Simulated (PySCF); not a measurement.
# Static response to an electric field

Delta-valerolactam, C₅H₉NO.
Numbering: `[O:1]=[C:2]1[CH2:3][CH2:4][CH2:5][CH2:6][NH:7]1` (hydrogens: H8, H9 on C3; H10, H11 on C4; H12, H13 on C5; H14, H15 on C6; H16 on N7)

Geometry (PBE0-D3(BJ)/def2-SVP, Å), atoms numbered from 1 in this order:
```xyz
16
C5H9NO angstrom
O      2.568    1.262   -0.048
C      1.463    0.756   -0.031
C      1.236   -0.688   -0.438
C     -0.068   -1.292    0.063
C     -1.217   -0.333   -0.208
C     -0.987    0.974    0.529
N      0.351    1.475    0.301
H      1.261   -0.696   -1.542
H      2.121   -1.250   -0.111
H      0.000   -1.485    1.148
H     -0.246   -2.268   -0.416
H     -1.287   -0.139   -1.292
H     -2.182   -0.760    0.106
H     -1.715    1.733    0.199
H     -1.164    0.818    1.612
H      0.561    2.426    0.584
```

Level: CAM-B3LYP/def2-SVPD (PySCF), static field, nuclei fixed, core orbitals frozen in the response. The polarisability tensor in these axes (au):

```
x   79.22  1.56 -3.59
y    1.56 69.02  3.39
z   -3.59  3.39 56.73
```

Problem. What are the eigenvalues, a third of the trace, and Δα (Δα² = ½Σ(αi − αj)² over the three pairs)?

Solution. Principal values 55.23, 69.86 and 79.88 au; mean 68.32 au = 10.12 Å³ = 11.26 × 10⁻⁴⁰ C²·m²/J; Δα = 21.47 au (31 % of the mean).

Problem. What is the dipole moment, and where does it point?

Solution. (-4.23, -1.22, 0.43) D, 4.42 D in size, pointing from the negative to the positive side. Measured along this direction, the outermost atoms are O1 at the negative end and H13 at the positive end.

Problem. Find the Langevin capture rate constant for NH4+ (18.034 u) meeting this molecule (99.068 u), k = 2.342 × 10⁻⁹ cm³/s × √(α in Å³ / reduced mass in u).

Solution. The reduced mass is 15.26 u, so k = 1.91 × 10⁻⁹ cm³/s. The formula leaves out the permanent dipole, which adds to the capture rate.

Problem. What would n − 1 = 2πNα be for an ideal gas of these molecules at 298.15 K and 1 atm, electronic part alone?

Solution. N = p/kT = 2.4615 × 10¹⁹ cm⁻³, so n − 1 = 2π × N × 10.12 × 10⁻²⁴ cm³ = 1566 × 10⁻⁶ at long wavelengths.

Problem. Form Σ f/ω² (atomic units) for the 10 lowest TDDFT singlets, given as eV and f, and set it beside the mean polarisability, which is this sum over all singlets: 5.62, 0.0007; 6.67, 0.0296; 7.01, 0.0815; 7.23, 0.0772; 7.87, 0.0060; 7.93, 0.0100; 7.96, 0.0144; 8.03, 0.0325; 8.09, 0.0733; 8.20, 0.0043.

Solution. They add up to 4.44 au, 6.5 % of the 68.32 au; the largest single term is 1.23 au, from the state at 7.01 eV. Terms in order: 0.02, 0.49, 1.23, 1.09, 0.07, 0.12, 0.17, 0.37, 0.83, 0.05 au. Higher excitations give the rest. The strengths listed sum to 0.330.

Problem. What are the principal values of the traceless quadrupole moment, Θ = ½Σq(3rr − r²1), about the centre of nuclear charge?

Solution. -13.22, 3.10, 10.12 D·Å. The values depend on the origin, since the dipole doesn't vanish. The electronic extent ⟨r²⟩ about the same centre is 729 bohr², a root-mean-square distance of 1.94 Å for the 54 electrons.

Problem. Orientational against electronic polarisability at 400 K (dilute gas, rigid molecules)?

Solution. In Gaussian units μ²/3kT = 118.16 Å³ against 10.12 Å³, a ratio of 11.67; the Debye molar polarisation (4π/3)N_A(α + μ²/3kT) is 323.6 cm³/mol, leaving out the vibrational part.

Geometry: PBE0-D3(BJ)/def2-SVP, one conformer, isolated molecule.
